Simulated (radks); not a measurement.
The bromine ion Br+ inside a hard spherical wall (all orbitals vanish at R), configuration held at [Ar] 3d10 4s2 4p4 and not refilled when levels cross. Method: non-relativistic Kohn-Sham, PBE, spin-polarised, spherical densities, point nucleus; open shells are filled with parallel spins first; computed with a radial shooting solver on a logarithmic mesh with Libxc functionals. Eigenvalues in eV for spin up, with the zero of energy where the potential of the charges vanishes at infinity; a dash marks a level that is unbound or too diffuse for the functional's potential to be trusted. A positive occupied level is held by the wall or, in an anion where self-interaction has pushed it up, behind a barrier. The pressure on the wall is -dE/dV.

| R (bohr) | E (hartree) | kinetic (hartree) | e(3p) | e(3d) | e(4s) | e(4p) | e(5s, empty) | e(4d, empty) | pressure (GPa) |
|---|---|---|---|---|---|---|---|---|---|
| free | -2573.34669 | 2571.863 | -182.83 | -79.526 | -30.377 | -18.226 | - | - | 0 |
| 20 | -2573.34669 | 2571.863 | -182.83 | -79.526 | -30.377 | -18.226 | - | - | < 0.0001 |
| 12 | -2573.34669 | 2571.863 | -182.83 | -79.526 | -30.377 | -18.226 | -5.660 | -4.027 | < 0.0001 |
| 10 | -2573.34669 | 2571.863 | -182.83 | -79.526 | -30.377 | -18.226 | -5.606 | -3.993 | < 0.0001 |
| 3.5 | -2572.98814 | 2573.937 | -177.18 | -73.938 | -26.151 | -13.160 | 23.795 | 7.355 | 134 |
| 3 | -2572.38630 | 2576.619 | -171.94 | -68.772 | -21.487 | -7.413 | 47.230 | 16.386 | 498 |
| 2 | -2565.42309 | 2600.451 | -144.05 | -41.164 | 18.322 | 38.874 | 200.97 | 76.241 | 10700 |
